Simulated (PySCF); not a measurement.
HNSi, SMILES N#[SiH]. Atoms are numbered in the order given.

```xyz
3

H      0.0000     0.0000    -1.9120
Si     0.0000     0.0000    -0.4289
N      0.0000     0.0000     1.1310
```

Geometry: B3LYP-D3(BJ)/def2-TZVPD.

Two levels are set side by side: PBE/pcJ-2 (PySCF) and B3LYP/pcJ-2 (PySCF). One-bond couplings, all four terms, same geometry. Isotopes: 14N, 1H, 29Si. Differences are taken from unrounded values.

| quantity | B3LYP |
|---|---|
| ¹J(H1,Si2) (Hz) | -94.9 |
| ¹J(Si2,N3) (Hz) | 58.8 |

**Question.** What does PBE give, and how far is it from B3LYP? (An estimate is asked for; the answer gives what the named calculation found.)

**Answer.** 
```
quantity            PBE  PBE minus B3LYP
---------------  ------  ---------------
¹J(H1,Si2) (Hz)  -110.2            -15.2
¹J(Si2,N3) (Hz)    54.1             -4.7
```

Rough cost on one machine, each run with all the roots and properties that it gave: B3LYP against PBE about 2 times.
